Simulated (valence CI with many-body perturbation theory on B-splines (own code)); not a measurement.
# Valence orbitals of Tc XXII

Level of theory: valence CI with perturbative core correlation (CI+MBPT): four valence electrons over a frozen Dirac-Fock core [Ar], radial functions for each j: 9 s, 9 p, 10 d, 8 f, 5 g, 3 h, 1 i, with the one-electron correlation potential Σ1, the two-electron term Σ2, the three-electron term Σ3, Breit, model QED; selected CI, second order for the rest (own B-spline code, finite nucleus).

No measured spectrum was set against this ion. As an estimate, terms of the open shell hold to 2 to 4 % of their energy, and close levels can change places. Core correlation moves these levels by up to 9700 cm⁻¹, and in measured spectra 5 to 20 % of such shifts remained as error; rates that hang on mixing are uncertain with them. Only levels of the ground parity were solved; by the run's estimate the other parity begins above the list, which can be wrong where configurations are misplaced.

These are the spectroscopic orbitals of the CI (the correlating ones are not listed), shaped by the core and the other valence electrons. h is the expectation value of the core's Dirac-Fock operator, without the valence repulsion; Σ1 is computed up to l = 3 at one energy for each symmetry, that of its lowest orbital but kept below the first core excitation, so for empty shells it is not the orbital's own correlation shift; Breit and QED include the response of the core.

| Orbital | h (hartree) | Σ1 (cm⁻¹) | Breit (cm⁻¹) | QED (cm⁻¹) | ⟨r⟩ (bohr) |
| --- | --- | --- | --- | --- | --- |
| 4s1/2 | -25.424 | -7049 | 1481 | 1061 | 0.7952 |
| 5s1/2 | -15.279 | -2566 | 702 | 508 | 1.323 |
| 6s1/2 | -10.206 | -1257 | 381 | 279 | 1.991 |
| 4p1/2 | -24.137 | -8346 | 2305 | -77.0 | 0.8033 |
| 5p1/2 | -14.658 | -3064 | 1128 | -36.6 | 1.346 |
| 6p1/2 | -9.8608 | -1509 | 625 | -20.0 | 2.029 |
| 4p3/2 | -23.816 | -8104 | 1456 | 26.5 | 0.8151 |
| 5p3/2 | -14.507 | -3022 | 713 | 13.7 | 1.361 |
| 6p3/2 | -9.7777 | -1497 | 408 | 7.8 | 2.047 |
| 3d3/2 | -42.736 | -21581 | 2893 | -364 | 0.3470 |
| 4d3/2 | -21.884 | -8105 | 956 | -89.3 | 0.8056 |
| 5d3/2 | -13.597 | -3222 | 470 | -41.4 | 1.383 |
| 3d5/2 | -42.537 | -21110 | 1128 | -243 | 0.3494 |
| 4d5/2 | -21.818 | -8000 | 423 | -54.3 | 0.8085 |
| 5d5/2 | -13.565 | -3176 | 207 | -24.7 | 1.386 |
| 4f5/2 | -20.069 | -14706 | 15.6 | -41.5 | 0.7579 |
| 5f5/2 | -12.779 | -6420 | 6.8 | -21.5 | 1.359 |
| 4f7/2 | -20.052 | -13928 | -127 | -30.8 | 0.7588 |
| 5f7/2 | -12.769 | -6053 | -61.3 | -15.8 | 1.360 |
| 5g7/2 | -12.371 |  | 0.1 | -3.4 | 1.240 |
| 5g9/2 | -12.367 |  | -9.5 | -0.9 | 1.241 |

Among the shells of the start configuration 3d4, Σ1 is largest in size for 3d3/2, where it is 0.23 % of h.

Lowest root of each symmetry, sizes in configuration state functions:

```json
{"J": "0", "Parity": "even", "Roots": "5", "Reference": "19", "Variational": "7174", "Second order": "25082", "Change by selected CI (cm⁻¹)": "-8622", "Change by second order (cm⁻¹)": "-1"}
{"J": "1", "Parity": "even", "Roots": "4", "Reference": "43", "Variational": "17096", "Second order": "64645", "Change by selected CI (cm⁻¹)": "-7930", "Change by second order (cm⁻¹)": "-3"}
{"J": "2", "Parity": "even", "Roots": "8", "Reference": "61", "Variational": "25412", "Second order": "74116", "Change by selected CI (cm⁻¹)": "-7660", "Change by second order (cm⁻¹)": "-4"}
{"J": "3", "Parity": "even", "Roots": "6", "Reference": "57", "Variational": "24235", "Second order": "121115", "Change by selected CI (cm⁻¹)": "-7695", "Change by second order (cm⁻¹)": "-11"}
{"J": "4", "Parity": "even", "Roots": "7", "Reference": "48", "Variational": "24850", "Second order": "90461", "Change by selected CI (cm⁻¹)": "-8045", "Change by second order (cm⁻¹)": "-12"}
{"J": "5", "Parity": "even", "Roots": "2", "Reference": "29", "Variational": "22526", "Second order": "10429", "Change by selected CI (cm⁻¹)": "-10010", "Change by second order (cm⁻¹)": "-9"}
{"J": "6", "Parity": "even", "Roots": "2", "Reference": "15", "Variational": "18915", "Second order": "7477", "Change by selected CI (cm⁻¹)": "-10082", "Change by second order (cm⁻¹)": "-5"}
```
